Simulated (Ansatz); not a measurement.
Basis-set extrapolation for `C[C@@H]1[AlH][Si@H]1[SiH3]` (PBE0-D4/def2-TZVP geometry, frozen core, Ansatz 0.2.0). Multiplicity 1, RHF reference.

|  | def2-TZVPP | def2-QZVPP |
| --- | --- | --- |
| HF | -900.744432 | -900.772332 |
| MP2 correlation | -0.674008 | -0.719033 |
| CCSD(T) correlation | -0.774875 | not run |

Energies in hartree. Use E(X) = E(∞) + A·exp(−7.88·√X) for Hartree–Fock and E(X) = E(∞) + B·X^(−2.97) for correlation, with X = 3 and 4, and add CCSD(T) minus MP2 of the smaller set to the MP2 limit.

What is the CCSD(T) energy at the basis-set limit?

HF limit: -900.772332 + (-0.027900) × 0.13774 = -900.77617. MP2 limit: -0.719033 + (-0.045025) × 0.74074 = -0.75238. Higher-order term: -0.774875 − (-0.674008) = -0.10087. Total: -901.62942 hartree, 3.00 eV below CCSD(T)/def2-TZVPP.
